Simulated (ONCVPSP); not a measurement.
An all-electron radial function and its pseudo partner (H)

Columns: radius, all-electron u(r) and pseudo u(r) of the 1s shell (level -6.33 eV) of hydrogen in the configuration 1s1; PBEsol, scalar-relativistic, ONCV scheme, ONCVPSP 4.0.1.

```json
{"r (bohr)": "0.072", "all-electron": "0.1260", "pseudo": "0.1018"}
{"r (bohr)": "0.145", "all-electron": "0.2357", "pseudo": "0.2020"}
{"r (bohr)": "0.217", "all-electron": "0.3281", "pseudo": "0.2950"}
{"r (bohr)": "0.290", "all-electron": "0.4074", "pseudo": "0.3810"}
{"r (bohr)": "0.362", "all-electron": "0.4732", "pseudo": "0.4560"}
{"r (bohr)": "0.435", "all-electron": "0.5287", "pseudo": "0.5210"}
{"r (bohr)": "0.507", "all-electron": "0.5736", "pseudo": "0.5741"}
{"r (bohr)": "0.580", "all-electron": "0.6105", "pseudo": "0.6168"}
{"r (bohr)": "0.652", "all-electron": "0.6392", "pseudo": "0.6490"}
{"r (bohr)": "0.725", "all-electron": "0.6617", "pseudo": "0.6727"}
{"r (bohr)": "0.798", "all-electron": "0.6783", "pseudo": "0.6888"}
{"r (bohr)": "0.870", "all-electron": "0.6896", "pseudo": "0.6985"}
{"r (bohr)": "0.942", "all-electron": "0.6965", "pseudo": "0.7033"}
{"r (bohr)": "1.015", "all-electron": "0.6996", "pseudo": "0.7043"}
{"r (bohr)": "1.088", "all-electron": "0.6994", "pseudo": "0.7023"}
{"r (bohr)": "1.160", "all-electron": "0.6962", "pseudo": "0.6978"}
{"r (bohr)": "1.232", "all-electron": "0.6907", "pseudo": "0.6914"}
{"r (bohr)": "1.305", "all-electron": "0.6829", "pseudo": "0.6831"}
{"r (bohr)": "1.378", "all-electron": "0.6733", "pseudo": "0.6733"}
{"r (bohr)": "1.450", "all-electron": "0.6623", "pseudo": "0.6623"}
{"r (bohr)": "1.522", "all-electron": "0.6500", "pseudo": "0.6500"}
{"r (bohr)": "1.595", "all-electron": "0.6365", "pseudo": "0.6365"}
{"r (bohr)": "1.668", "all-electron": "0.6222", "pseudo": "0.6222"}
{"r (bohr)": "1.740", "all-electron": "0.6073", "pseudo": "0.6073"}
{"r (bohr)": "1.812", "all-electron": "0.5919", "pseudo": "0.5919"}
{"r (bohr)": "1.885", "all-electron": "0.5759", "pseudo": "0.5759"}
```

How many radial nodes do the two functions have?

The all-electron 1s function has n − l − 1 = 0; the pseudo-wave has 0.

At about which radius was the pseudo-wave matched?

1.45 bohr. The columns agree to 0.0005 from 1.30 bohr on; several derivatives are matched, so the curves merge somewhat inside the radius.

Is the pseudo-wave norm-conserving?

Yes: the ONCV scheme keeps the norm inside the radius equal to the all-electron one, which fixes the energy derivative of the logarithmic derivative at the level.
